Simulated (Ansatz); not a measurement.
```yaml
crystal:
  periodic: [false, false, false]
  atoms:
    - {symbol: W, position_ang: [-0.413448, 0.381382, -0.035565]}
    - {symbol: O, position_ang: [-1.132920, -1.121686, 0.007845]}
    - {symbol: O, position_ang: [1.258734, 0.610707, -0.054195]}
basis:
  gaussian: {orbitals: def2-mTZVP}
total_charge: -1
magnetization: {spin_polarized: true, initial_magnetization: 3}
hamiltonian: {xc: {name: wB97X}}
scf: {omitted_lower_state_checks: [starts]}
```

```sh
$ ansatz run in.yaml --threads 4 --pin off --events-out ev --progress --plain --max-ram 3916MiB
```

Shortened log:

```
Functional definition: wB97X
666 factors; their error is unknown
210 factors; integrals over basis functions are off by at most 1.1e-5 eV
mean field evaluation 1: about -5917.3350 eV, gradient 2.8e1 eV
mean field evaluation 2: about -5911.1582 eV, gradient 5.4e1 eV
mean field evaluation 4: about -5920.7809 eV, gradient 1.3e0 eV
mean field evaluation 8: about -5920.8280 eV, gradient 7.1e-2 eV
mean field evaluation 16: about -5920.8541 eV, gradient 4.4e-4 eV
mean field -5920.85406883 eV, -217.5873737306 hartree, gradient 7.1e-5 eV, S^2 3.755713; 0 other end points of the search recorded, 0 dependent functions left out
reference -5920.85406222 eV, -217.5873734876 hartree; 17, 14 occupied and 67, 70 virtual orbitals, 666 factors
Total energy: -5920.85406222 eV, -217.5873734876 hartree
Checks for a lower state left out: starts
```

Hardware: 4 threads of Arm Neoverse V1 on a shared host. Wall time 3.1 s.

In the def2 sets W takes a core potential; there is no spin–orbit coupling. The highest occupied level of an anion often lies above zero with these methods, and sets without diffuse functions describe the outer electron poorly.
